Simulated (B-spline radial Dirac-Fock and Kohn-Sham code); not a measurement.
Fe: input and output of one calculation

ΔSCF core binding energies without Breit or QED terms, calculated with a radial atomic solver. Keys: rel is the Hamiltonian (dirac, or spin-free x2c and nr, where L3 and M5 stand for the whole 2p and 3d shells), method is hf or an exchange,correlation pair (spin-unpolarised, also for the hole states), nuc the nuclear model, radius_factor scales its radius, rmax is the box in bohr, h the logarithmic mesh step, order the B-spline order, points the quadrature points per cell, c_factor scales the speed of light, and damp, ndamp, maxit and tol steer the iteration. The run stops when the commutator error falls below 10·tol·max(1, Z/10), or the numerical noise floor, and the energy has settled to about 1e-8 Ha; the virial ratio is −V/T.

Input (task.json):

```json
{"items": [{"Z": 26, "q": 0, "cfg": [[1, 0, 2], [2, 0, 2], [2, 1, 6], [3, 0, 2], [3, 1, 6], [3, 2, 6], [4, 0, 2]], "A": 56, "rrms": 3.7377, "do": "settings", "holes": ["K", "L3", "M5"],
  "settings": [{"rel": "dirac", "method": "hf", "nuc": "fermi", "radius_factor": 1.2, "rmax": 45.0, "h": 0.3, "order": 8, "points": 10, "c_factor": 1.0, "maxit": 60, "damp": 0.2, "ndamp": 3, "tol": 0.0001}]}]}
```

Command: `python xray2_run.py task.json out`

Ground-state iterations:

```
iter   energy (Ha)        error
   1    -1258.33545754  9.38e-01
   2    -1264.65363186  6.41e-01
   3    -1268.09607696  3.51e-01
   4    -1270.08183784  2.65e-01
   5    -1255.34196019  4.97e-01
   6    -1270.90075565  1.22e-01
   7    -1271.32265578  4.89e-02
   8    -1271.38367910  1.23e-02
   9    -1271.38972924  3.26e-03
  10    -1271.39025570  4.54e-04
  11    -1271.39026880  6.38e-05
  12    -1271.39026890  1.47e-05
```

The ground state converged in 12 iterations, with total energy -1271.39027 Ha, virial ratio 1.98564 and highest orbital energy -7.18 eV. ΔSCF binding energies: K (1s) 7135.5 eV, L3 (2p3/2) 722.9 eV. Holes are computed only in closed shells, and unreliable hole states are left out.
